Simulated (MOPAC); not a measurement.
MOPAC input (PM7):

```
PM7 PRECISE GNORM=0.05 LET XYZ GEO-OK AUX(PRECISION=9) THREADS=1
HAlO

Al   -0.00000000 1   -0.00000000 1   -0.73119100 1
O     0.00000000 1    0.00000000 1    0.95029600 1
H     0.00000000 1    0.00000000 1    1.90311900 1
```

Output:

```
 *******************************************************************************
 **                                                                           **
 **                              MOPAC v23.2.5                                **
 **                                                                           **
 *******************************************************************************
 ** MOPAC's Digital Object Identifier: https://doi.org/10.5281/zenodo.6511958 **
 **                                                                           **
 ** Please cite the open-source release paper for use of this MOPAC version:  **
 ** J. E. Moussa and J. J. P. Stewart (2026)                                  **
 ** MOPAC: An open-source semiempirical molecular orbital program             **
 ** J. Open Source Softw., 11(119), 8025, https://doi.org/10.21105/joss.08025 **
 *******************************************************************************

                              PM7 CALCULATION RESULTS

 *******************************************************************************
 *  PM7        - The PM7 Hamiltonian to be used
 *  GEO-OK     - OVERRIDE INTERATOMIC DISTANCE AND OTHER SAFETY CHECKS
 *  LET        - OVERRIDE SOME SAFETY CHECKS
 *  PRECISE    - TIGHTER CRITERIA TO BE USED
 *  XYZ        - CARTESIAN COORDINATE SYSTEM TO BE USED
 *  GNORM      - EXIT WHEN GRADIENT NORM DROPS BELOW 0.050
 *  AUX        - OUTPUT AUXILIARY INFORMATION
 *******************************************************************************
PM7 PRECISE GNORM=0.05 LET XYZ GEO-OK AUX(PRECISION=9) THREADS=1
 HAlO

   ATOM   CHEMICAL          X               Y               Z
  NUMBER   SYMBOL      (ANGSTROMS)     (ANGSTROMS)     (ANGSTROMS)

     1      Al         -0.00000000  *  -0.00000000  *  -0.73119100  *
     2       O          0.00000000  *   0.00000000  *   0.95029600  *
     3       H          0.00000000  *   0.00000000  *   1.90311900  *

          CARTESIAN COORDINATES

    NO.       ATOM           X           Y           Z

     1        Al         -0.0000     -0.0000     -0.7312
     2         O          0.0000      0.0000      0.9503
     3         H          0.0000      0.0000      1.9031

 General Reference for PM7:
 "Optimization of Parameters for Semiempirical Methods VI: More Modifications to the
 NDDO Approximations and Re-optimization of Parameters", J. J. P. Stewart, J. Mol. Mod., 1:32, 19 (2013)
 https://link.springer.com/article/10.1007/s00894-012-1667-x

           Empirical Formula: H O Al  =     3 atoms

      MOLECULAR POINT GROUP   :   C*v

      RHF CALCULATION, NO. OF DOUBLY OCCUPIED LEVELS = 5

          Geometry optimization using EF

          DIAGONAL MATRIX USED AS START HESSIAN

 CYCLE:     1  GRAD.:    86.544 HEAT: -37.85593
 CYCLE:     2  GRAD.:   308.664 HEAT: -17.03941
 CYCLE:     3  GRAD.:    48.714 HEAT: -38.16197
 CYCLE:     4  GRAD.:   211.313 HEAT: -29.36472
 CYCLE:     5  GRAD.:    14.162 HEAT: -39.56944
 CYCLE:     6  GRAD.:     4.030 HEAT: -39.65634
 CYCLE:     7  GRAD.:     2.043 HEAT: -39.66081
 CYCLE:     8  GRAD.:     0.067 HEAT: -39.66260
 CYCLE:     9  GRAD.:     0.009 HEAT: -39.66260

     GRADIENT =  0.00950 IS LESS THAN CUTOFF =  0.05000

 -------------------------------------------------------------------------------
 PM7 PRECISE GNORM=0.05 LET XYZ GEO-OK AUX(PRECISION=9) THREADS=1
 HAlO

     GEOMETRY OPTIMISED USING EIGENVECTOR FOLLOWING (EF).
     SCF FIELD WAS ACHIEVED

                              PM7 CALCULATION
                                                       MOPAC v23.2.5 Linux

          FINAL HEAT OF FORMATION =        -39.66260 KCAL/MOL =    -165.94832 KJ/MOL

          COSMO AREA              =         82.44 SQUARE ANGSTROMS
          COSMO VOLUME            =         67.37 CUBIC ANGSTROMS

          GRADIENT NORM           =          0.00950          =       0.00548 PER ATOM
          IONIZATION POTENTIAL    =         10.939954 EV
          HOMO LUMO ENERGIES (EV) =        -10.940  0.516
          NO. OF FILLED LEVELS    =          5
          MOLECULAR WEIGHT        =         43.9888         POINT GROUP:  C*v

          MOLECULAR DIMENSIONS (Angstroms)

            Atom       Atom       Distance
            H     3   Al     1     2.62224
            O     2   Al     1     0.00000
            H     3    O     2     0.00000

          SCF CALCULATIONS        =         10

   ATOM   CHEMICAL          X               Y               Z
  NUMBER   SYMBOL      (ANGSTROMS)     (ANGSTROMS)     (ANGSTROMS)

     1      Al         -0.00000000  *  -0.00000000  *  -0.74819541  *
     2       O          0.00000000  *   0.00000000  *   0.97967527  *
     3       H         -0.00000000  *  -0.00000000  *   1.87404605  *

                             CARTESIAN COORDINATES

   1   Al       -0.000000000    -0.000000000    -0.748195410
   2    O        0.000000000     0.000000000     0.979675266
   3    H       -0.000000000    -0.000000000     1.874046048

           Empirical Formula: H O Al  =     3 atoms

      MOLECULAR POINT GROUP   :   C*v

                  EIGENVALUES
 -29.23426 -18.44267 -13.66755 -13.66755 -10.93995   0.51633   0.51633   2.46916
   5.81554  19.93078  19.93078  21.05786  21.05786  22.98078

              NET ATOMIC CHARGES AND DIPOLE CONTRIBUTIONS

  ATOM NO.   TYPE          CHARGE      No. of ELECS.   s-Pop       p-Pop       d-Pop
    1         Al           0.289058        2.7109     1.85771     0.61463     0.23860
    2          O          -0.672262        6.6723     1.58975     5.08251
    3          H           0.383204        0.6168     0.61680
 DIPOLE           X         Y         Z       TOTAL
 POINT-CHG.    -0.000    -0.000    -0.753     0.753
 HYBRID        -0.000    -0.000     1.983     1.983
 SUM           -0.000    -0.000     1.230     1.230

          ATOMIC ORBITAL ELECTRON POPULATIONS

     Atom    s        px        py        pz      x^2-y^2     xz        z^2       yz        xy
    1 Al   1.85771   0.10535   0.10535   0.40393   0.00000   0.06669   0.10521   0.06669   0.00000
    2  O   1.58975   1.82796   1.82796   1.42660
    3  H   0.61680

 **********************
 *                    *
 * JOB ENDED NORMALLY *
 *                    *
 **********************

 == MOPAC DONE ==
```

The geometry given is a B3LYP-D3(BJ)/def2-TZVP minimum.
